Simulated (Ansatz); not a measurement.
One change: `C#CC=O` becomes `C#CC(=O)[SiH3]`.

Ansatz, PBE0-D4/def2-TZVP geometries, multiplicity 1. 

```
                                                                                  property  `C#CC=O`
                                                        HOMO energy (PBE0/def2-TZVPP) / eV     -8.21
                                                       HOMO–LUMO gap (PBE/def2-TZVPP) / eV      3.26
                                                       LUMO energy (B3LYP/def2-TZVPP) / eV     -2.42
                                            size of the dipole moment (PBE/def2-TZVPP) / D      2.79
ideal-gas entropy at 298 K and 1 bar (rigid rotor, harmonic PBE0-D4/def2-TZVP) / J/(mol·K)       274
                                                         HOMO energy (PBE/def2-TZVPP) / eV     -6.47
```

**Question.** What does the change do to each property? (Estimate.)

**Answer.** Computed: 
| property | `C#CC(=O)[SiH3]` | shift |
| --- | --- | --- |
| HOMO energy (PBE0/def2-TZVPP) / eV | -7.50 | 0.71 |
| HOMO–LUMO gap (PBE/def2-TZVPP) / eV | 2.62 | -0.64 |
| LUMO energy (B3LYP/def2-TZVPP) / eV | -2.53 | -0.11 |
| size of the dipole moment (PBE/def2-TZVPP) / D | 2.66 | -0.13 |
| ideal-gas entropy at 298 K and 1 bar (rigid rotor, harmonic PBE0-D4/def2-TZVP) / J/(mol·K) | 338 | 64 |
| HOMO energy (PBE/def2-TZVPP) / eV | -5.95 | 0.52 |

With PBE0 the HOMO rises by 0.71 eV and the LUMO falls by 0.15 eV, so the gap narrows by about 0.86 eV. PBE moves the HOMO by 0.52 eV and ωB97M-V by 0.84 eV. The zero-point energy changes by 39.0 kJ/mol with +9 modes. Dipoles are sizes alone; their direction can turn. Modes under 60 cm⁻¹, often nearly free rotors, make the harmonic entropy too high.

B3LYP here is the variant with VWN-RPA as its local correlation; programs differ in this.
